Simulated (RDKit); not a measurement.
RDKit input (UFF):

```python
from rdkit import Chem
from rdkit.Chem import AllChem, rdDetermineBonds

mol = Chem.MolFromXYZFile('mol.xyz')
rdDetermineBonds.DetermineBonds(mol, charge=-1)
print('SMILES', Chem.MolToSmiles(Chem.RemoveHs(mol)))
ff = AllChem.UFFGetMoleculeForceField(mol)
e0 = ff.CalcEnergy()
flag = ff.Minimize(maxIts=5000, forceTol=1e-5)
print(f'energy {e0:.4f} -> {ff.CalcEnergy():.4f} kcal/mol, converged: {flag == 0}')
print(Chem.MolToXYZBlock(mol))
```
mol.xyz:
```
8

C     -1.59705400    -0.96444600     0.27041500
B     -0.32567700    -0.02642900     0.02668100
S     -0.32686600     1.68616500    -0.25957100
S      1.32942000    -0.95249700     0.06837700
H     -1.65939200    -1.75763400    -0.48525700
H     -2.52267800    -0.38657300     0.23707100
H     -1.54122700    -1.46860900     1.24344000
H      0.89313600    -2.20705000     0.30795200
```

Output:

```
[01:23:48] UFFTYPER: Unrecognized charge state for atom: 2
SMILES CB([S-])S
energy 14.8503 -> -0.5618 kcal/mol, converged: True
8

C     -1.656562   -0.845429    0.629554
B     -0.296904   -0.299595    0.018116
S     -0.274925    1.265011   -0.961560
S      1.301364   -1.256487    0.284913
H     -1.868344   -1.852906    0.216056
H     -2.492785   -0.162271    0.373986
H     -1.563904   -0.912794    1.733038
H      1.101722   -2.012602   -0.884994
```

The dipole moment of an ion depends on the origin.

The geometry given is a B3LYP-D3(BJ)/def2-TZVP minimum.
